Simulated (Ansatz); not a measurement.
A made-up structure of CH₃BSe, singlet:

B1  (-0.477, -0.483, -0.254)
C2  (0.181, 0.502, 0.100)
Se3  (1.111, -1.318, 0.567)
H4  (-1.385, -0.689, -0.731)
H5  (0.740, 1.003, -0.710)
H6  (-0.170, 0.985, 1.029)
(Å)

It is relaxed with PBE-D4/def2-SVP and then PBE0-D4/def2-TZVP (Ansatz 0.2.0). Atoms count as bonded within 1.22 times the sum of their covalent radii (H–H: 0.88 Å). The end point is not checked to be a true minimum.

Problem. Does its bonding change? (A judgement: the text doesn't fix the answer.)

Solution. The calculation gives: No: no bond forms or breaks.

Where it ends: The first stage lowers the energy by 2.66 eV in 6 steps. It ends as CH₃BSe ([BH]1[CH2][Se]1):
```
atom    x (Å)    y (Å)    z (Å)
  B1  -0.5700  -0.6150  -0.3044
  C2   0.2591   0.5848   0.1415
 Se3   0.9996  -1.2586   0.5098
  H4  -1.5593  -0.9996  -0.8256
  H5   0.8564   1.1525  -0.5659
  H6   0.0142   1.1359   1.0447
```

Labels in which every atom is bracketed show which atoms are joined, not bond orders.

For scale, one of the runs: PBE0-D4/def2-TZVP relaxation, 128 basis functions, launched by `ansatz run in.yaml --threads 2 --pin off --events-out ev --progress --plain --max-ram 4352MiB`. Hardware: 2 CPU threads of an Arm Neoverse V2, shared host. Wall time about 13 s.
